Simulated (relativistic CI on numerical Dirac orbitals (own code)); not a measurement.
Co5+: 2p photoemission

Computed with this model: Dirac-Coulomb-Breit CI, separate exchange-only KLI orbitals for each configuration, a model potential for QED, multiplet model of photoemission in the sudden approximation, unscaled Slater integrals; configurations [Ar] 3d4 → [He] 2s2 2p5 3s2 3p6 3d4; 300 K; Lorentzian 0.5 eV and Gaussian 0.6 eV FWHM. Energies are those of the free ion, without screening or charge transfer. The energies are binding energies and can lie tens of eV above those of solids. S is read from ⟨S²⟩ = S(S + 1).

Field parameters in Wybourne normalisation: Td as Oh with Dq negative (B⁴₀ = 21Dq, B⁴₄ = √(5/14) B⁴₀). The field is a parameter set, without covalency.

free ion: ground-state S = 2.00, centroid 897.41 eV. Peaks (eV, height): 889.8 (100), 892.3 (68), 897.8 (25), 904.0 (6), 907.7 (48), 908.9 (20), 910.1 (30), 912.2 (14), 914.5 (7).

Td, 10Dq = -2600 cm⁻¹: ground-state S = 2.00, centroid 897.43 eV. Peaks (eV, height): 889.9 (100), 892.3 (92), 897.9 (30), 901.1 (7), 903.0 (6), 903.9 (7), 907.7 (62), 909.0 (30), 910.2 (31), 912.2 (15), 914.5 (9).

Td, 10Dq = -7200 cm⁻¹: ground-state S = 2.00, centroid 897.44 eV. Peaks (eV, height): 888.9 (95), 889.9 (97), 892.3 (100), 898.1 (29), 901.2 (7), 903.2 (9), 904.0 (8), 907.9 (61), 909.0 (35), 910.3 (27), 912.2 (15), 913.4 (12), 914.5 (9).

Td, 10Dq = -11800 cm⁻¹: ground-state S = 2.00, centroid 897.44 eV. Peaks (eV, height): 888.9 (100), 890.0 (96), 892.5 (97), 898.4 (24), 900.0 (13), 903.6 (9), 904.1 (9), 907.4 (53), 908.2 (55), 910.4 (22), 912.3 (15), 913.7 (13).

Td, 10Dq = -16400 cm⁻¹: ground-state S = 2.00, centroid 897.44 eV. Peaks (eV, height): 888.9 (100), 890.0 (94), 891.7 (83), 892.7 (84), 897.8 (17), 898.9 (19), 900.1 (12), 904.5 (10), 907.3 (54), 908.5 (52), 912.5 (14), 914.0 (12).

Strongest unbroadened transitions for Td, 10Dq = -7200 cm⁻¹:

```csv
Energy (eV),Relative strength
888.82,30.6
888.83,61.4
889.52,26.8
889.63,16.4
890.07,100.0
890.87,25.5
891.78,17.1
892.15,42.4
892.21,21.1
892.58,20.9
892.75,17.0
893.05,14.4
893.17,22.5
906.85,14.6
907.47,19.1
908.18,15.5
908.94,14.3
909.10,23.3
```
